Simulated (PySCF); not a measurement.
³³S chemical shifts

PySCF 2.14.0 with density-fitted response routines calculation with GIAO PBE0/pcSseg-1 shieldings and structure optimised with GFN2-xTB; a single conformation, one averaged value for each set of equivalent atoms, no relativistic terms, no solvent model.

Shieldings were converted by a linear fit to measured shifts: ³³S: δ = 158.28 − 0.937σ (rms 33.3 ppm, 20 shifts vs sulfate, solution or neat liquid). Occasional misses reach two or three times the rms, and more in compound classes unlike the fitted ones.

Question: Give the ³³S shifts of `CC#C[Si@@H](S[SiH3])[C@H]1C[C@H]1F`, `C[C@@H]1[SiH2]SCS[C@@H]1F`, `CC[Si]1(F)SCCS1`, `CS[C@H]([SiH2]F)C(C)=S`, `C[C@@H](F)[C@H]1CS[SiH2]S1`.

Answer: 
```csv
compound,environment,δ (ppm)
CC#C[Si@@H](S[SiH3])[C@H]1C[C@H]1F,sulfur bonded to 2 Si,-587
[CH3:1][C@@H:2]1[SiH2:3][S:4][CH2:5][S:6][C@@H:7]1[F:8],S6: sulfide sulfur,-206
[CH3:1][C@@H:2]1[SiH2:3][S:4][CH2:5][S:6][C@@H:7]1[F:8],"S4: sulfur bonded to C, Si, in a 6-membered ring",-410
CC[Si]1(F)SCCS1,"sulfur bonded to C, Si, in a 5-membered ring (×2)",-387
[CH3:1][S:2][C@H:3]([SiH2:4][F:5])[C:6]([CH3:7])=[S:8],S8: thione sulfur,590
[CH3:1][S:2][C@H:3]([SiH2:4][F:5])[C:6]([CH3:7])=[S:8],S2: sulfide sulfur,-317
[CH3:1][C@@H:2]([F:3])[C@H:4]1[CH2:5][S:6][SiH2:7][S:8]1,"S8: sulfur bonded to C, Si, in a 5-membered ring",-423
[CH3:1][C@@H:2]([F:3])[C@H:4]1[CH2:5][S:6][SiH2:7][S:8]1,"S6: sulfur bonded to C, Si, in a 5-membered ring",-448
```
